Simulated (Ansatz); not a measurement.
Program: Ansatz 0.2.0.

Basis-set series for `C#[C][Al]([NH2])[F]`. The species carries charge 0 and has multiplicity 1. Geometry: relaxed with PBE0-D4/def2-TZVP. It is one conformer, not always the lowest.

```xyz
8

C    -1.121    1.547    1.650
C    -0.482    1.016    0.771
Al    0.511    0.170   -0.600
N     0.456   -1.564   -0.833
F     1.451    1.075   -1.602
H    -1.683    2.018    2.424
H     0.960   -2.071   -1.542
H    -0.091   -2.191   -0.267
```

```csv
functional,basis,functions,energy (Eh),HOMO (eV),LUMO (eV)
PBE0-D4,def2-SVP,89,-474.47853,-7.55,-0.51
PBE0-D4,def2-TZVPP,208,-474.84918,-7.77,-0.71
ωB97M-V,def2-SVP,89,-474.75712,-9.91,1.43
ωB97M-V,def2-TZVPP,208,-475.13538,-10.15,1.13
```

**Question.** Give the rows for def2-QZVPP. (An estimate is asked.)

**Answer.** The calculation gave: 
| functional | basis | functions | energy (Eh) | HOMO (eV) | LUMO (eV) |
| --- | --- | --- | --- | --- | --- |
| PBE0-D4 | def2-QZVPP | 388 | -474.87075 | -7.81 | -0.76 |
| ωB97M-V | def2-QZVPP | 388 | -475.15541 | -10.20 | 0.92 |

Positive LUMOs are unbound and depend on the basis.
